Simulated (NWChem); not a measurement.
Species: HfH$_{3}$Br; SMILES [Br][HfH3]

Program: NWChem. Structure relaxed at the PBE-D3(BJ)/def2-SVP level. def2 effective core potentials on Hf; no spin-orbit coupling.

For level LC-BLYP (range parameter 0.33 per bohr)/def2-TZVP:

```yaml
highest occupied level (eV): -11.04
orbital gap (eV): 10.77
dipole (D): 0.49
```

### Question
What are these values for level LDA (Slater exchange, VWN5)/def2-TZVP?

### Answer
The highest occupied level (eV) is -7.27, the orbital gap (eV) comes out as 3.78 and the dipole (D) is 0.31.
